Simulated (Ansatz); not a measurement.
```yaml
crystal:
  periodic: [false, false, false]
  atoms:
    - {symbol: N, position_ang: [-1.602713, 0.837902, -0.405434]}
    - {symbol: Nb, position_ang: [0.260614, 0.359318, 0.013728]}
    - {symbol: N, position_ang: [0.294642, -0.558227, 1.755476]}
    - {symbol: N, position_ang: [0.911868, -0.887791, -1.363704]}
    - {symbol: S, position_ang: [1.495190, 2.126248, 0.071263]}
    - {symbol: H, position_ang: [-1.987756, 1.765877, -0.300680]}
    - {symbol: H, position_ang: [-2.219424, 0.268193, -0.967504]}
    - {symbol: H, position_ang: [1.006112, -0.415955, 2.458279]}
    - {symbol: H, position_ang: [-0.499861, -1.035124, 2.158159]}
    - {symbol: H, position_ang: [1.517881, -0.623790, -2.127524]}
    - {symbol: H, position_ang: [0.888748, -1.893651, -1.271359]}
basis:
  gaussian: {orbitals: cc-pVTZ-DK}
hamiltonian: {xc: {name: wB97X-D}}
accuracy: high
output: {forces: true}
```

```sh
$ ansatz run in.yaml --threads 4 --pin off --events-out ev --progress --plain --max-ram 11315MiB
```

It prints (some lines left out):

```
Error: YAML parse error: error: line 17 column 19: hamiltonian.xc: no functional is named "wB97X-D"; the names, which are not case-sensitive, are SVWN5, SPW92, PBE, PBE0, PBEsol, revPBE, revPBE0, RPBE, rPW86-PBE, HSE06, wPBEh, LC-wPBE, HISS, HF, BLYP, B3LYP, B3LYP5, BHLYP, CAM-B3LYP, r2SCAN, r2SCANh, r2SCAN0, r2SCAN50, m-r2SCAN, B97, wB97, wB97X, wB97X-V, B97M-V, wB97M-V, B2PLYP, B2GP-PLYP, PBE0-DH, PBE-QIDH
15 | basis:
16 |   gaussian: {orbitals: cc-pVTZ-DK}
17 | hamiltonian: {xc: {name: wB97X-D}}
18 | accuracy: high
19 | output: {forces: true}
```

(1) Something in this input is off. What?

## Answers

(1) The method's name isn't one that the program takes here. The input was rejected before any iteration.

HSE06 is defined as in plane-wave codes.
